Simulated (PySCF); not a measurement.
C2ClO2Pt, SMILES [O+]#[C-]->[Pt+]([Cl])<-[C-]#[O+], charge +1, multiplicity 1.

Geometry optimised at PBE0-D3(BJ)/def2-SVP. A frequency run showed that this geometry is not a minimum. The spin state was assumed, not searched. The isomer is the one that the SMILES or the coordinates give; other isomers of the formula were not compared. The def2 effective core potentials stand for the cores of Pt; spin–orbit coupling is left out.

Method: TDA-CAM-B3LYP/def2-SVPD in PySCF 2.14.0.

Vertical excitations. Gas-phase values at a fixed geometry. State labels are in the subgroup C2v.

```tsv
state	symmetry	energy (eV)	λ (nm)	f	main pairs
S1	A2	2.30	538	0.000	HOMO→LUMO 98 %
S2	B2	2.56	485	0.009	HOMO−1→LUMO 88 %
S3	B2	3.59	345	0.002	HOMO−3→LUMO 87 %
S4	B1	3.93	316	0.001	HOMO−4→LUMO 97 %
S5	A1	4.81	258	0.072	HOMO−2→LUMO 61 %, HOMO→LUMO+1 35 %
S6	A2	4.90	253	0.000	HOMO−5→LUMO 96 %
S7	B1	5.53	224	0.050	HOMO−1→LUMO+1 90 %
S8	A1	5.88	211	0.213	HOMO→LUMO+1 42 %, HOMO−1→LUMO+2 30 %, HOMO−2→LUMO 19 %
S9	B2	6.04	205	0.000	HOMO−6→LUMO 91 %
S10	B1	6.11	203	0.004	HOMO−3→LUMO+1 50 %, HOMO→LUMO+2 39 %
T1	A2	1.90	652	0	HOMO→LUMO 96 %
T2	B2	2.09	594	0	HOMO−1→LUMO 82 %, HOMO−3→LUMO 16 %
T3	A1	2.83	438	0	HOMO−2→LUMO 99 %
T4	B2	2.94	422	0	HOMO−3→LUMO 81 %, HOMO−1→LUMO 15 %
```
Triplets are in the Tamm–Dancoff approximation.
